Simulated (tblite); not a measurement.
Compound: C4H8Cl2F2Si.
Atom-mapped SMILES: `[F:1][CH2:2][SiH2:3][C@H:4]([CH2:5][F:6])[CH:7]([Cl:8])[Cl:9]` (hydrogens: H10, H11 on C2; H12, H13 on Si3; H14 on C4; H15, H16 on C5; H17 on C7)

The geometry is computed with GFN2-xTB (gas phase).

Question: What internal coordinates does the optimisation give?

Answer: 
```json
{"bond": "F1–C2", "length (Å)": "1.384", "order": "single"}
{"bond": "C2–Si3", "length (Å)": "1.920", "order": "single"}
{"bond": "Si3–C4", "length (Å)": "1.927", "order": "single"}
{"bond": "C4–C5", "length (Å)": "1.524", "order": "single"}
{"bond": "C5–F6", "length (Å)": "1.375", "order": "single"}
{"bond": "C4–C7", "length (Å)": "1.507", "order": "single"}
{"bond": "C7–Cl8", "length (Å)": "1.778", "order": "single"}
{"bond": "C7–Cl9", "length (Å)": "1.790", "order": "single"}
{"bond": "C2–H10", "length (Å)": "1.091", "order": "single"}
{"bond": "C2–H11", "length (Å)": "1.092", "order": "single"}
{"bond": "Si3–H12", "length (Å)": "1.460", "order": "single"}
{"bond": "Si3–H13", "length (Å)": "1.462", "order": "single"}
{"bond": "C4–H14", "length (Å)": "1.094", "order": "single"}
{"bond": "C5–H15", "length (Å)": "1.094", "order": "single"}
{"bond": "C5–H16", "length (Å)": "1.094", "order": "single"}
{"bond": "C7–H17", "length (Å)": "1.091", "order": "single"}
```

Orders are formal, as drawn. A selection of angles:
```json
{"angle": "F1–C2–Si3", "degrees": "109.6"}
{"angle": "F1–C2–H10", "degrees": "106.4"}
{"angle": "F1–C2–H11", "degrees": "106.3"}
{"angle": "Si3–C2–H10", "degrees": "112.0"}
{"angle": "Si3–C2–H11", "degrees": "113.8"}
{"angle": "H10–C2–H11", "degrees": "108.3"}
{"angle": "C2–Si3–C4", "degrees": "107.1"}
{"angle": "C2–Si3–H12", "degrees": "108.4"}
{"angle": "C2–Si3–H13", "degrees": "109.2"}
{"angle": "C4–Si3–H12", "degrees": "111.5"}
{"angle": "C4–Si3–H13", "degrees": "106.9"}
{"angle": "H12–Si3–H13", "degrees": "113.4"}
{"angle": "Si3–C4–C5", "degrees": "108.3"}
{"angle": "Si3–C4–C7", "degrees": "112.1"}
{"angle": "Si3–C4–H14", "degrees": "108.9"}
{"angle": "C5–C4–C7", "degrees": "111.9"}
{"angle": "C5–C4–H14", "degrees": "108.4"}
{"angle": "C7–C4–H14", "degrees": "107.2"}
{"angle": "C4–C5–F6", "degrees": "109.3"}
{"angle": "C4–C5–H15", "degrees": "111.1"}
{"angle": "C4–C5–H16", "degrees": "112.8"}
{"angle": "F6–C5–H15", "degrees": "106.5"}
{"angle": "F6–C5–H16", "degrees": "106.8"}
{"angle": "H15–C5–H16", "degrees": "110.0"}
{"angle": "C4–C7–Cl8", "degrees": "110.6"}
{"angle": "C4–C7–Cl9", "degrees": "112.2"}
{"angle": "C4–C7–H17", "degrees": "111.9"}
{"angle": "Cl8–C7–Cl9", "degrees": "108.5"}
{"angle": "Cl8–C7–H17", "degrees": "107.2"}
{"angle": "Cl9–C7–H17", "degrees": "106.3"}
```

Dihedral angles: F1–C2–Si3–C4 42° (synclinal); C2–Si3–C4–C5 164° (antiperiplanar); Si3–C4–C5–F6 42° (synclinal); Si3–C4–C7–Cl8 53° (synclinal).

Si3 (SiH2 silicon) is distorted tetrahedral (angles from 106.9° to 113.4°). Of the pairs four or more bonds apart, Cl8···H15 is among the closest relative to their van der Waals radii: 2.75 Å, 93 % of the sum of Bondi's values.

Point group: C1 (no symmetry element, even within 0.4 Å). Its GFN2-xTB frequencies are all real (lowest 48 cm⁻¹). One conformer, not necessarily the lowest.

Hardware: one thread of an Arm Neoverse V1, shared host with 32 logical CPUs at a one-minute load of 28. Cost: 0.8 s of wall time. These figures are those of the optimisation.
